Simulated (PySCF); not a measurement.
# Tellurium: a sound run and one with changed settings

Sound run: Te⁺ [Kr] 4d10 5s2 5p3, Te²⁺ [Kr] 4d10 5s2 5p2. Calculation: PySCF 2.14, in def2-SVP with the def2 core potential (28 electrons) (4s4p2d, 26 functions); scalar relativity through the core potential. The sound run starts from symmetry-adapted Hartree-Fock orbitals and uses a fine grid where one is needed.

Changed run: basis STO-3G, all-electron and non-relativistic. This setting is unsound on purpose.

```
species  method  sound run (hartree)  changed run (hartree)  converged
    Te⁺     UHF           -266.71416            -6546.92308        yes
    Te⁺   M06-L           -267.81737            -6549.06657        yes
    Te⁺  M06-2X           -267.60208            -6549.16122        yes
   Te²⁺     UHF           -266.03954            -6546.27025        yes
   Te²⁺   M06-L           -267.14190            -6548.37783        yes
   Te²⁺  M06-2X           -266.91172            -6548.48150        yes
```

Ionisation energy of Te⁺:

```json
{"method": "UHF", "sound run (eV)": "18.357", "changed run (eV)": "17.764"}
{"method": "M06-L", "sound run (eV)": "18.381", "changed run (eV)": "18.741"}
{"method": "M06-2X", "sound run (eV)": "18.786", "changed run (eV)": "18.496"}
```

A minimal basis cannot let orbitals breathe on ionisation and holds almost no correlation. The Hamiltonian changed with the basis, so the totals do not compare.

For comparison, NIST gives 18.6 ± 0.4 eV between the lowest levels.
